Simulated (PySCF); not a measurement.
SMILES c1c(scc1)[SiH2][SiH2]C#N (GFN2-xTB optimised geometry):

```
16

N      4.294    -0.310     0.000
C      3.147    -0.310     0.000
Si     1.283    -0.344    -0.042
Si     0.661    -1.836    -1.700
C     -1.209    -1.780    -1.831
C     -2.111    -1.065    -1.097
C     -3.453    -1.276    -1.479
C     -3.562    -2.156    -2.508
S     -2.031    -2.737    -3.022
H      0.925     1.065    -0.249
H      0.918    -0.699     1.335
H      1.213    -1.502    -3.020
H      1.049    -3.223    -1.406
H     -1.822    -0.401    -0.299
H     -4.294    -0.796    -1.011
H     -4.449    -2.501    -3.000
```

Level of theory: CAM-B3LYP/def2-TZVP (PySCF).

Question: What are the frontier orbital energies and the dipole moment?

Answer: HOMO-2 -10.28 eV, HOMO-1 -8.89 eV, HOMO -8.53 eV, LUMO -0.12 eV, LUMO+1 0.20 eV; dipole moment 4.95 D.

On the same geometry PBE/def2-TZVP (PySCF 2.14.0) gives HOMO-2 -7.79 eV, HOMO-1 -6.64 eV, HOMO -6.30 eV, LUMO -2.04 eV, LUMO+1 -1.77 eV; dipole moment 4.89 D.

Meta-Löwdin charges at CAM-B3LYP/def2-TZVP: N1 -0.18, C2 -0.14, Si3 0.40, Si4 0.43, C5 -0.37, C6 -0.13, C7 -0.15, C8 -0.25, S9 0.30, H10 -0.07, H11 -0.07, H12 -0.08, H13 -0.08, H14 0.12, H15 0.13, H16 0.14.
